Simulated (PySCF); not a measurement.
**Nuclear quadrupole coupling in `C=C[P@](=O)(O)C(=C)C`**

Compound: C5H9O2P.
SMILES with atom numbers: `[CH2:1]=[CH:2][P@:3](=[O:4])([OH:5])[C:6](=[CH2:7])[CH3:8]` (hydrogens: H9, H10 on C1; H11 on C2; H12 on O5; H13, H14 on C7; H15, H16, H17 on C8)

Geometry (GFN2-xTB, Å), atoms numbered from 1 in this order:
```xyz
17
C5H9O2P angstrom
C      2.6993    0.4976    0.2630
C      1.5923    0.6361   -0.4423
P      0.3757   -0.7120   -0.4668
O      0.7728   -1.9387    0.2352
O      0.1611   -0.9763   -2.0488
C     -1.1901    0.0369    0.0990
C     -2.0261    0.5995   -0.7572
C     -1.3757   -0.0429    1.5749
H      3.4581    1.2619    0.3208
H      2.8746   -0.4156    0.8090
H      1.3566    1.5244   -1.0081
H      0.2731   -1.9187   -2.1891
H     -2.9509    1.0510   -0.4340
H     -1.8170    0.6202   -1.8131
H     -1.2395   -1.0745    1.8969
H     -0.6115    0.5535    2.0755
H     -2.3599    0.3095    1.8750
```

Field gradients from the PBE0/pcSseg-1 density (PySCF, non-relativistic), principal values in atomic units, ordered |Vxx| ≤ |Vyy| ≤ |Vzz|:

```csv
atom,Vxx,Vyy,Vzz
O4,-0.2863,-0.4916,0.7779
O5,-0.1226,-1.4052,1.5277
```

Task: Find the asymmetry η = (Vxx − Vyy)/Vzz and the couplings χ = eQV/h (234.96 MHz × Q in barn × V in au), with Q(17O) = −0.0256 b.

Result: 
```csv
atom,environment,nucleus,η,χzz (MHz),χxx (MHz),χyy (MHz)
O4,phosphoryl oxygen,17O,0.26,-4.679,1.722,2.957
O5,hydroxyl oxygen,17O,0.84,-9.19,0.74,8.45
```

The tensor is traceless: Vxx + Vyy + Vzz = 0.

Task: What is Vzz at O5 in SI units (1 au = 9.71736 × 10²¹ V/m²)?

Result: 1.5277 au = 14.846 × 10²¹ V/m².

Task: What couplings would deuterons (Q(2H) = 0.00286 b) have in place of the hydrogens, at this geometry?

Result: 
| atom | bonded to | bond length (Å) | Vzz (au) | η | χzz (kHz) |
| --- | --- | --- | --- | --- | --- |
| H9 | C1 | 1.079 | 0.3319 | 0.02 | 223 |
| H10 | C1 | 1.078 | 0.3241 | 0.03 | 218 |
| H11 | C2 | 1.079 | 0.3316 | 0.05 | 223 |
| H12 | O5 | 0.959 | 0.4803 | 0.10 | 323 |
| H13 | C7 | 1.079 | 0.3327 | 0.04 | 224 |
| H14 | C7 | 1.077 | 0.3316 | 0.05 | 223 |
| H15 | C8 | 1.089 | 0.3050 | 0.03 | 205 |
| H16 | C8 | 1.091 | 0.3069 | 0.04 | 206 |
| H17 | C8 | 1.088 | 0.3146 | 0.03 | 211 |

Geometry: GFN2-xTB, one conformer, isolated molecule. GFN2-xTB bond lengths can be off by several hundredths of an ångström, more for odd bonds, and the gradients follow them. The basis is small and wasn't made for field gradients, so the couplings can be 20 % off.

These values come from a run that also computed NMR shieldings. On one thread of an Arm Neoverse V1, no GPU, shared host with 32 logical CPUs at a one-minute load of 8.9, this took 27 s and 0.90 GiB of memory at its peak.
